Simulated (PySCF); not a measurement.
C3H6Ge, SMILES C#C[CH2][GeH3], PBE0/def2-SVP optimised geometry.

```
10

C      1.90    -1.08     0.00
C      0.69    -1.08     0.00
C     -0.76    -1.04     0.02
Ge    -1.44     0.72     0.63
H      2.98    -1.09     0.00
H     -1.17    -1.23    -0.99
H     -1.17    -1.81     0.68
H     -0.93     1.81    -0.33
H     -2.98     0.69     0.61
H     -0.93     0.99     2.05
```

Density from PBE0/def2-TZVP in PySCF at that geometry.

Minimum of the electron density along straight lines between bonded atoms, close to the bond critical point (lines longer than 1.1 times the sum of covalent radii, or with two minima, are not listed):

| bond | length / Å | ρ at the minimum / e bohr⁻³ | ∇²ρ there / e bohr⁻⁵ | position (fraction from the first atom) |
|---|---|---|---|---|
| C1–C2 | 1.212 | 0.407 | -1.13 | 0.48 |
| C2–C3 | 1.448 | 0.274 | ___ | 0.53 |
| C3–Ge4 | 1.978 | ___ | 0.09 | 0.53 |
| C1–H5 | 1.074 | 0.283 | ___ | 0.66 |
| C3–H6 | 1.102 | 0.269 | -0.89 | 0.65 |
| C3–H7 | 1.102 | 0.269 | -0.89 | 0.65 |
| Ge4–H8 | 1.537 | 0.134 | 0.05 | 0.59 |
| Ge4–H9 | 1.541 | 0.132 | 0.06 | 0.59 |
| Ge4–H10 | 1.537 | 0.134 | 0.05 | 0.59 |

What belongs in the gaps?


- C2–C3, ∇²ρ there / e bohr⁻⁵: -0.74
- C3–Ge4, ρ at the minimum / e bohr⁻³: 0.122
- C1–H5, ∇²ρ there / e bohr⁻⁵: -1.03
